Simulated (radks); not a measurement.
Species: Yb56+. Configuration: [Ne] 3s2 3p2.

Method: scalar-relativistic Kohn-Sham, BP86, spin-polarised, spherical densities, finite nucleus; open shells are filled with parallel spins first (spin-orbit coupling, left out, can overturn this in heavy ions); Fermi nuclear charge, rms radius 5.3108 fm; computed with a radial shooting solver on a logarithmic mesh with Libxc functionals.

Energy parts (eV):
total: -289798.66
kinetic: 322588.83
electron-nucleus: -636493.42
Hartree: 28078.27
exchange-correlation: -3972.34

Orbitals (lengths in bohr, moments of r in powers of bohr; r(90%) holds 90 % of the orbital's charge):
1s up: occ. 1; eigenvalue (eV) -65583.19; r(90%) 0.0357; <1/r> 80.64
1s down: occ. 1; eigenvalue (eV) -65576.04; r(90%) 0.0357; <1/r> 80.65
2s up: occ. 1; eigenvalue (eV) -14525.70; r(90%) 0.127; <1/r> 19.05
2s down: occ. 1; eigenvalue (eV) -14520.16; r(90%) 0.127; <1/r> 19.05
2p up: occ. 3; eigenvalue (eV) -13332.45; r(90%) 0.119; <1/r> 17.47
2p down: occ. 3; eigenvalue (eV) -13324.89; r(90%) 0.118; <1/r> 17.47
3s up: occ. 1; eigenvalue (eV) -5859.094; r(90%) 0.288; <1/r> 7.733
3s down: occ. 1; eigenvalue (eV) -5834.488; r(90%) 0.288; <1/r> 7.724
3p up: occ. 2; eigenvalue (eV) -5502.264; r(90%) 0.287; <1/r> 7.258
3p down: occ. 0; eigenvalue (eV) -5477.741; r(90%) 0.287; <1/r> 7.254
3d up: occ. 0; eigenvalue (eV) -5172.247; r(90%) 0.259; <1/r> 6.886
3d down: occ. 0; eigenvalue (eV) -5151.844; r(90%) 0.259; <1/r> 6.895
4s up: occ. 0; eigenvalue (eV) -3119.511; r(90%) 0.519; <1/r> 4.122
4s down: occ. 0; eigenvalue (eV) -3111.515; r(90%) 0.520; <1/r> 4.113
4p up: occ. 0; eigenvalue (eV) -2973.662; r(90%) 0.525; <1/r> 3.928
4p down: occ. 0; eigenvalue (eV) -2965.870; r(90%) 0.526; <1/r> 3.921
4f up: occ. 0; eigenvalue (eV) -2769.098; r(90%) 0.445; <1/r> 3.679
4f down: occ. 0; eigenvalue (eV) -2753.587; r(90%) 0.448; <1/r> 3.660

The highest occupied level is 3p up at -5502.3 eV. For comparison, the ionisation energy in NIST's Atomic Spectra Database is 5731 eV (theoretical). In exact Kohn-Sham theory the highest level is minus the ionisation energy, but local and semilocal functionals leave it too shallow, through self-interaction and a potential that decays too fast; potentials with the right tail come closer. The electron density at the nucleus is 1.088e+06 e/bohr^3 (large components only). The spin density at the nucleus is -41.32 e/bohr^3 (1s -71.59, 2s -3.44, 3s 33.72). Spin moment in Bohr magnetons: 2.
